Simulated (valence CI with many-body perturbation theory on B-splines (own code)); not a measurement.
The numbers below are computed, except where a source is named.
**Level structure of Sb XLV**

Method: valence CI with perturbative core correlation (CI+MBPT): five valence electrons over a frozen Dirac-Fock core [He], a basis of 9 s, 9 p, 8 d, 6 f, 3 g, 1 h functions for each j, with the one-electron correlation potential Σ1 (screened to all orders), the two-electron term Σ2, the three-electron term Σ3, Breit, model QED; selected single and double excitations, second order for the rest, scaled by the run's own slope (own B-spline code, finite nucleus).

No measured spectrum was set against this ion. As an estimate, large intervals hold to a few tenths of a per cent, small ones and those within an open d or f shell to about a per cent. Among the levels kept, up to 3700 cm⁻¹ of a level comes from second order outside the variational space, and about a tenth of that is noise between levels of different J, which matters for small intervals.

Levels 1 to 45 of 63, with energies above the lowest level, (2s^2 2p1/2^2 2p3/2) J=3/2. "Leading %" is the weight of the configuration and term that name the level; weights of strongly mixed levels are sums over their largest components and can fall short, so below about 35 % the name and the second component can differ from the true leading terms, or belong to a minority configuration. In the jj column 3d3/2^4 stands for four electrons in 3d with j = 3/2.

```csv
No.,Configuration,Term,J,E (Ry),Leading %,Leading jj,Second component
1,2s²2p³,²P°,3/2,0.00,46,2s^2 2p1/2^2 2p3/2 (99 %),29 % 2s²2p³ ⁴S°
2,2s²2p³,⁴S°,3/2,18.15,54,2s^2 2p1/2 2p3/2^2 (99 %),46 % 2s²2p³ ²D°
3,2s²2p³,²D°,5/2,19.56,100,2s^2 2p1/2 2p3/2^2 (100 %),
4,2s²2p³,²P°,1/2,21.65,100,2s^2 2p1/2 2p3/2^2 (100 %),
5,2s2p⁴,⁴P,5/2,32.96,76,2s 2p1/2^2 2p3/2^2 (99 %),24 % 2s2p⁴ ²D
6,2s2p⁴,²S,1/2,37.61,58,2s 2p1/2^2 2p3/2^2 (98 %),35 % 2s2p⁴ ⁴P
7,2s2p⁴,²P,3/2,37.72,41,2s 2p1/2^2 2p3/2^2 (97 %),36 % 2s2p⁴ ²D
8,2s²2p³,²P°,3/2,39.88,53,2s^2 2p3/2^3 (99 %),29 % 2s²2p³ ²D°
9,2s2p⁴,⁴P,3/2,52.56,76,2s 2p1/2 2p3/2^3 (98 %),17 % 2s2p⁴ ²D
10,2s2p⁴,²D,5/2,54.81,76,2s 2p1/2 2p3/2^3 (99 %),24 % 2s2p⁴ ⁴P
11,2s2p⁴,²P,1/2,57.24,59,2s 2p1/2 2p3/2^3 (95 %),36 % 2s2p⁴ ⁴P
12,2s2p⁴,²P,3/2,58.09,52,2s 2p1/2 2p3/2^3 (99 %),47 % 2s2p⁴ ²D
13,2p⁵,²P°,3/2,74.48,99,2p1/2^2 2p3/2^3 (99 %),
14,2s2p⁴,²S,1/2,76.69,37,2s 2p3/2^4 (97 %),34 % 2s2p⁴ ²P
15,2p⁵,²P°,1/2,94.05,100,2p1/2 2p3/2^4 (100 %),
16,2s²2p²3s,⁴P,1/2,297.52,49,2s^2 2p1/2^2 3s (99 %),28 % 2s²2p²3s ²S
17,2s²2p²3p,²P°,1/2,302.00,43,2s^2 2p1/2^2 3p1/2 (99 %),40 % 2s²2p²3p ⁴D°
18,2s²2p²3p,²P°,3/2,308.25,30,2s^2 2p1/2^2 3p3/2 (98 %),23 % 2s²2p²3p ⁴D°
19,2s²2p²3d,²D,3/2,312.67,39,2s^2 2p1/2^2 3d3/2 (99 %),35 % 2s²2p²3d ⁴F
20,2s²2p²3d,²D,5/2,314.79,32,2s^2 2p1/2^2 3d5/2 (97 %),20 % 2s²2p²3d ⁴D
21,2s²2p²3s,⁴P,3/2,316.05,88,2s^2 2p1/2 2p3/2 3s (99 %),10 % 2s²2p²3s ²P
22,2s²2p²3s,²P,1/2,316.55,67,2s^2 2p1/2 2p3/2 3s (99 %),32 % 2s²2p²3s ⁴P
23,2s²2p²3s,²D,5/2,317.25,60,2s^2 2p1/2 2p3/2 3s (98 %),38 % 2s²2p²3s ⁴P
24,2s²2p²3s,²D,3/2,317.54,62,2s^2 2p1/2 2p3/2 3s (99 %),36 % 2s²2p²3s ²P
25,2s²2p²3p,⁴P°,1/2,320.50,46,2s^2 2p1/2 2p3/2 3p1/2 (99 %),29 % 2s²2p²3p ⁴D°
26,2s²2p²3p,⁴D°,3/2,320.89,55,2s^2 2p1/2 2p3/2 3p1/2 (99 %),23 % 2s²2p²3p ²D°
27,2s²2p²3p,²F°,5/2,321.73,45,2s^2 2p1/2 2p3/2 3p1/2 (99 %),32 % 2s²2p²3p ²D°
28,2s²2p²3p,²P°,3/2,323.38,40,2s^2 2p1/2 2p3/2 3p1/2 (98 %),26 % 2s²2p²3p ²D°
29,2s²2p²3p,⁴D°,5/2,326.07,48,2s^2 2p1/2 2p3/2 3p3/2 (91 %),32 % 2s²2p²3p ⁴P°
30,2s²2p²3p,⁴P°,1/2,326.51,35,2s^2 2p1/2 2p3/2 3p3/2 (98 %),33 % 2s²2p²3p ²P°
31,2s²2p²3p,²D°,3/2,326.93,52,2s^2 2p1/2 2p3/2 3p3/2 (99 %),26 % 2s²2p²3p ⁴P°
32,2s²2p²3p,²F°,7/2,327.41,60,2s^2 2p1/2 2p3/2 3p3/2 (99 %),39 % 2s²2p²3p ⁴D°
33,2s²2p²3p,²P°,3/2,327.76,35,2s^2 2p1/2 2p3/2 3p3/2 (88 %),23 % 2s²2p²3p ⁴S°
34,2s²2p²3p,²D°,5/2,328.40,43,2s^2 2p1/2 2p3/2 3p3/2 (72 %),14 % 2s²2p²3p ²F°
35,2s2p³3s,⁴P°,5/2,329.28,27,2s 2p1/2^2 2p3/2 3s (62 %),26 % 2s2p³3s ⁶S°
36,2s²2p²3p,²P°,1/2,329.49,83,2s^2 2p1/2 2p3/2 3p3/2 (96 %),8 % 2s²2p²3p ⁴D°
37,2s2p³3s,⁴S°,3/2,330.43,31,2s 2p1/2^2 2p3/2 3s (87 %),30 % 2s2p³3s ²P°
38,2s²2p²3d,⁴F,3/2,331.28,43,2s^2 2p1/2 2p3/2 3d3/2 (98 %),30 % 2s²2p²3d ²P
39,2s²2p²3d,⁴F,5/2,331.42,55,2s^2 2p1/2 2p3/2 3d3/2 (97 %),36 % 2s²2p²3d ²F
40,2s²2p²3d,⁴D,1/2,331.53,80,2s^2 2p1/2 2p3/2 3d3/2 (99 %),14 % 2s²2p²3d ²P
41,2s²2p²3d,²G,7/2,332.32,42,2s^2 2p1/2 2p3/2 3d3/2 (86 %),39 % 2s²2p²3d ⁴F
42,2s²2p²3d,⁴D,7/2,332.71,49,2s^2 2p1/2 2p3/2 3d5/2 (92 %),24 % 2s²2p²3d ⁴F
43,2s²2p²3d,²F,5/2,332.73,26,2s^2 2p1/2 2p3/2 3d3/2 (66 %),23 % 2s²2p²3d ⁴P
44,2s²2p²3d,²D,3/2,333.09,35,2s^2 2p1/2 2p3/2 3d3/2 (61 %),27 % 2s²2p²3d ⁴D
45,2s2p³3s,⁴D°,1/2,333.57,38,2s 2p1/2^2 2p3/2 3s (93 %),37 % 2s2p³3s ²P°
```

The ionisation energy to 2s²2p² ³P0 of the next ion comes out as 7390.5 eV (NIST: 7390 ± 4 eV (theoretical)). All 63 levels together are meant to be complete up to 340.01 Ry.
